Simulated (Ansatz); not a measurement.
Correlation energies of `B[SiH2]C[SiH3]` by basis set

Cartesian coordinates in Å:
```
B -2.445 0.576 1.102
Si -0.489 0.650 0.649
C 0.148 -0.704 -0.487
Si 1.947 -0.524 -0.966
H -2.885 1.303 1.945
H -3.218 -0.148 0.546
H 0.322 0.663 1.902
H -0.277 1.980 -0.006
H 0.006 -1.673 0.003
H -0.463 -0.717 -1.396
H 2.806 -0.524 0.248
H 2.159 0.758 -1.691
H 2.388 -1.639 -1.849
```

Charge 0, multiplicity 1. Geometry: relaxed with PBE0-D4/def2-TZVP. It is one conformer, not always the lowest. Frozen core, restricted reference, Ansatz. CBS rows extrapolate triple and quadruple zeta; past MP2 they add the triple-zeta difference.

| basis | HF (Eh) | MP2 corr. | CCSD corr. | (T) | CCSD(T) total |
| --- | --- | --- | --- | --- | --- |
| def2-TZVPP | ? | -0.53262 | -0.60303 | -0.02104 | ? |
| def2-QZVPP | ? | -0.56816 | – | – | – |
| CBS(def2) | -645.69604 | ? | ? | as TZ | ? |

Q: Fill in the withheld values. (An estimate is asked.)

A: Ansatz gave: def2-TZVPP HF (Eh): -645.67183; def2-TZVPP CCSD(T) total: -646.29590; def2-QZVPP HF (Eh): -645.69311; CBS(def2) MP2 corr.: -0.59449; CBS(def2) CCSD corr.: -0.66490; CBS(def2) CCSD(T) total: -646.38198.
